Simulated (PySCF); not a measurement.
`O=C1C[C@H](CF)[C@H]1F`, C₅H₆F₂O

Geometry (Å), atoms numbered from 1 in this order:
```xyz
14

O    -2.7006    0.3408   -1.0435
C    -1.6031    0.2141   -0.6017
C    -0.5318    1.1700   -0.1200
C     0.1783   -0.0178    0.5644
C     1.6665   -0.1699    0.3042
F     1.9195   -0.1094   -1.0450
C    -0.7473   -0.9918   -0.1975
F    -1.3405   -1.9726    0.5459
H    -0.8800    1.9800    0.5162
H     0.0414    1.5872   -0.9471
H    -0.0075   -0.0602    1.6377
H     2.2359    0.6420    0.7683
H     2.0360   -1.1396    0.6527
H    -0.2674   -1.4731   -1.0569
```

Theory: TDDFT CAM-B3LYP/aug-cc-pVDZ circular dichroism and optical rotation, one conformer, gas phase in PySCF. Geometry: GFN2-xTB.

The molecule is flexible and this is one conformer; a measurement averages over conformers.

(1) Draw the ECD and absorption spectra from the lowest 12 states, each a Gaussian of half-width 0.2 eV at 1/e height.

Results:

(1) 
| E (eV) | λ (nm) | Δε (L mol⁻¹ cm⁻¹) | ε (L mol⁻¹ cm⁻¹) |
| --- | --- | --- | --- |
| 3.52 | 352 | 0.00 | 0 |
| 3.62 | 342 | +0.02 | 0 |
| 3.72 | 333 | +0.10 | 0.0854 |
| 3.82 | 324 | +0.35 | 0.298 |
| 3.92 | 316 | +0.75 | 0.631 |
| 4.02 | 308 | +0.96 | 0.81 |
| 4.12 | 301 | +0.75 | 0.631 |
| 4.22 | 294 | +0.35 | 0.298 |
| 4.32 | 287 | +0.10 | 0.0854 |
| 4.42 | 280 | +0.02 | 0 |
| 4.52 | 274 | 0.00 | 0 |
| 4.62 | 268 | 0.00 | 0 |
| 4.72 | 262 | 0.00 | 0 |
| 4.82 | 257 | 0.00 | 0 |
| 4.92 | 252 | 0.00 | 0 |
| 5.02 | 247 | 0.00 | 0 |
| 5.12 | 242 | 0.00 | 0 |
| 5.22 | 237 | 0.00 | 0 |
| 5.32 | 233 | 0.00 | 0 |
| 5.42 | 229 | 0.00 | 0 |
| 5.52 | 224 | 0.00 | 0 |
| 5.62 | 220 | 0.00 | 0 |
| 5.72 | 217 | 0.00 | 0 |
| 5.82 | 213 | 0.00 | 0 |
| 5.92 | 209 | 0.00 | 0 |
| 6.02 | 206 | 0.00 | 0 |
| 6.12 | 202 | 0.00 | 0 |
| 6.22 | 199 | 0.00 | 0.124 |
| 6.32 | 196 | 0.00 | 2.17 |
| 6.42 | 193 | 0.00 | 23 |
| 6.52 | 190 | +0.02 | 150 |
| 6.62 | 187 | +0.11 | 599 |
| 6.72 | 184 | +0.46 | 1490 |
| 6.82 | 182 | +1.16 | 2340 |
| 6.92 | 179 | +1.76 | 2390 |
| 7.02 | 177 | +1.52 | 1620 |
| 7.12 | 174 | +0.84 | 790 |
| 7.22 | 172 | +1.51 | 435 |
| 7.32 | 169 | +4.26 | 608 |
| 7.42 | 167 | +5.86 | 989 |
| 7.52 | 165 | +2.41 | 1110 |
| 7.62 | 163 | -3.01 | 811 |
| 7.72 | 161 | -4.45 | 401 |
| 7.82 | 158 | -2.54 | 161 |
| 7.92 | 156 | -0.92 | 220 |
| 8.02 | 155 | -0.36 | 843 |
| 8.12 | 153 | +0.21 | 2460 |
| 8.22 | 151 | +0.22 | 4820 |

Δε uses R in velocity form, ε uses f in length form. Only the states computed contribute, so the short-wavelength end is incomplete.

The sign of the CD band at 181 nm isn't settled: the length form gives the opposite one.
